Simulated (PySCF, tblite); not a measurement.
Isomers of C3H7ClOSi2. Level: GFN2-xTB in tblite, geometry and Hessian alike; calculated harmonic values, unscaled, isolated species. Errors from tens to a few hundred cm⁻¹ against measured bands are possible. Modes of hydrogen on silicon can be 10 to 20 % off. One conformer each.

Electronic energies: PBE0/pcSseg-1 single points on the GFN2-xTB geometries (PySCF, gas phase).

```
                     SMILES  electronic energy, lowest = 0 (kcal/mol)
    C=C[Si@@H](Cl)[SiH2]C=O                                       0.0
     O=C=C(Cl)C[SiH2][SiH3]                                      33.8
O=C1C[C@H](Cl)[SiH2][SiH2]1                                      10.9
```

Question: How do GFN2-xTB zero-point energies change the relative energies?

Answer: 
```json
{"SMILES": "C=C[Si@@H](Cl)[SiH2]C=O", "ZPE (kcal/mol)": "53.3", "of it from modes above 1550 cm⁻¹": "31.3", "electronic (kcal/mol)": "0.0", "with ZPE, lowest = 0 (kcal/mol)": "0.0", "lowest mode (cm⁻¹)": "34", "rings": "0"}
{"SMILES": "O=C1C[C@H](Cl)[SiH2][SiH2]1", "ZPE (kcal/mol)": "54.2", "of it from modes above 1550 cm⁻¹": "28.0", "electronic (kcal/mol)": "10.9", "with ZPE, lowest = 0 (kcal/mol)": "11.7", "lowest mode (cm⁻¹)": "42", "rings": "1"}
{"SMILES": "O=C=C(Cl)C[SiH2][SiH3]", "ZPE (kcal/mol)": "51.1", "of it from modes above 1550 cm⁻¹": "27.7", "electronic (kcal/mol)": "33.8", "with ZPE, lowest = 0 (kcal/mol)": "31.6", "lowest mode (cm⁻¹)": "22", "rings": "0"}
```

The zero-point energies span 3.1 kcal/mol, from `O=C=C(Cl)C[SiH2][SiH3]` to `O=C1C[C@H](Cl)[SiH2][SiH2]1`. The order is unchanged.

Question: And how do the electronic energies of GFN2-xTB itself compare?

Answer: `C=C[Si@@H](Cl)[SiH2]C=O` 5.1; `O=C1C[C@H](Cl)[SiH2][SiH2]1` 0.0; `O=C=C(Cl)C[SiH2][SiH3]` 10.7 kcal/mol, lowest = 0. Against the energies above, taken from the same isomer `C=C[Si@@H](Cl)[SiH2]C=O`, the largest difference is 28.2 kcal/mol.
